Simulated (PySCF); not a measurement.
**Ionisation energy of Ge²⁺ by level of theory**

Ge²⁺ [Ar] 3d10 4s2 (1S) → Ge³⁺ [Ar] 3d10 4s1 (2S), as a difference of total energies. All numbers are calculated (PySCF 2.14, scalar relativity through the core potential, in cc-pVDZ-PP with ECP10MDF). Correlated levels: valence: 3s2 3p6 3d10 frozen. The calculations carry no spin-orbit coupling.

Question: Order these methods by the ionisation energy they give, lowest first.
A. PBE0
B. CCSD (valence)
C. UHF
D. MP2 (valence)

Answer: C (32.212 eV), D (32.897 eV), B (33.234 eV), A (33.991 eV).

Errors of the correlated levels include the incompleteness of this basis and the frozen core.

With two correlated electrons CCSD is exact in that space.

For comparison: 34.058 eV (measured; NIST Atomic Spectra Database, ionization energies).
